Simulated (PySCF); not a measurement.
C7H4F (doublet state).
Structure used (GFN2-xTB), in Å, numbered top down from 1:
```xyz
12
C7H4F angstrom
C      3.2387   -0.1552   -0.1353
C      2.0384   -0.1677   -0.0932
C      0.6362   -0.1946   -0.0446
C     -0.2217    0.8429    0.0923
F      0.0934    2.1403    0.2104
C     -1.6490    0.4013    0.0992
C     -1.5013   -1.0974   -0.0596
C     -0.2110   -1.3699   -0.1335
H      4.2866   -0.1375   -0.1721
H     -2.2166    0.8410   -0.7240
H     -2.1538    0.6607    1.0325
H     -2.3387   -1.7647   -0.0981
```

As a line formula: `C#CC1=C(F)CC=[C]1` [radical].

The calculation used PySCF 2.14.0, UKS B3LYP, pcH-1 on C F H, non-relativistic, mean-field spin-orbit, GIAO. Geometry: GFN2-xTB; no solvent, vibrations or thermal averaging. The geometry wasn't refined by DFT: couplings that depend on bond lengths, twists or pyramidal angles can differ widely from those at the functional's own minimum. No stability test was run, so a lower SCF solution isn't excluded.

Predict the first-order ENDOR lines of F5, H12, H10/H11 and H9 under fast tumbling at B = 336.0 mT (X band).

ν± = |νn ± a/2|, one line for each electron-spin manifold; νn = |g_N| × 7.62259 MHz/T × B.

```tsv
nuclei	isotope	g_N	νn (MHz)	a_iso (MHz)	lower line (MHz)	upper line (MHz)
F5	19F	5.2577	13.47	19.00	3.96	22.97
H12	1H	5.5857	14.31	45.67	8.53	37.14
H10/H11	1H	5.5857	14.31	-3.32	12.65	15.96
H9	1H	5.5857	14.31	1.00	13.80	14.81
```

Which pairs are centred on the nuclear Larmor frequency, and which on half the coupling?

Centred on νn, since |a| < 2νn: F5, H10/H11 and H9. Centred on |a|/2 and split by 2νn: H12.
